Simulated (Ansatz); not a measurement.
In7N7H20, a nanocrystal cut from zinc blende InN (hydrogen-capped). Total charge 0; triplet. Geometry PBE-D4/def2-SVP, that of the neutral singlet; atoms count from 1.

```xyz
34

In    1.532   -1.484    2.671
In   -2.284    2.564   -0.758
In   -1.662   -0.823    1.136
In    1.166    1.618    0.870
In    3.229   -0.943   -0.608
In    0.040   -0.280   -2.156
In    0.410   -3.375   -0.345
N    -0.456    3.165    0.285
N     0.061    0.146    1.982
N     2.039   -2.289    0.677
N    -3.021    0.951    0.526
N    -1.480    1.442   -2.458
N    -0.957   -1.569   -0.754
N     1.600    0.637   -0.993
H     0.507   -2.608    3.536
H     2.876   -0.564    3.312
H    -3.415    3.834   -1.133
H    -2.734   -1.763    2.125
H     2.347    2.625    1.648
H     4.407   -0.075    0.351
H     3.466   -1.664   -2.185
H     0.326   -0.786   -3.791
H    -0.507   -4.318    0.808
H     0.919   -3.860   -1.948
H    -0.713    3.661    1.153
H     0.023    3.892   -0.270
H    -0.221    0.570    2.882
H     2.712   -3.045    0.901
H    -3.381    1.358    1.404
H    -3.863    0.537    0.094
H    -2.264    1.045   -3.000
H    -1.044    2.103   -3.121
H    -1.754   -2.013   -1.239
H     2.097    1.310   -1.600
```

In the def2 sets In takes a core potential; there is no spin–orbit coupling. Single mean-field runs in def2-TZVP are fitted with def2-universal-jkfit. At PBE0-D4/def2-TZVP a singlet of charge 0 lies 4.75 eV below the triplet at the same geometry.

Question: Estimate the Mulliken populations of the heavy atoms from the PBE0/def2-TZVP orbitals of Ansatz.

Answer: 
```
atom  charge (e)  spin (α − β)
 In1        0.41          0.09
 In2        0.83          0.03
 In3        0.77          0.10
 In4        0.77          0.10
 In5        0.41          0.13
 In6        0.78          0.10
 In7        0.41          0.12
  N8       -0.83         -0.03
  N9       -0.91         -0.04
 N10       -0.75          0.47
 N11       -0.83         -0.03
 N12       -0.83         -0.03
 N13       -0.91         -0.02
 N14       -0.91         -0.02
```
Mulliken values depend strongly on the basis.

Question: Where does the spin sit?

Answer: Summed by element: In 0.68, N 0.30, H 1.02, of 2 unpaired in all. Largest on single atoms: N10 0.47, H23 0.16, H20 0.15.

Question: And the Mayer bond orders between heavy atoms (over 0.3)?

Answer: In1–N9 0.55 (2.30 Å); In1–N10 0.53 (2.21 Å); In2–N8 0.57 (2.19 Å); In2–N11 0.57 (2.19 Å); In2–N12 0.57 (2.19 Å); In3–N9 0.59 (2.15 Å); In3–N11 0.40 (2.32 Å); In3–N13 0.59 (2.15 Å); In4–N8 0.40 (2.32 Å); In4–N9 0.59 (2.15 Å); In4–N14 0.59 (2.15 Å); In5–N10 0.42 (2.21 Å); In5–N14 0.54 (2.30 Å); In6–N12 0.40 (2.32 Å); In6–N13 0.58 (2.15 Å); In6–N14 0.58 (2.15 Å); In7–N10 0.43 (2.21 Å); In7–N13 0.54 (2.30 Å).
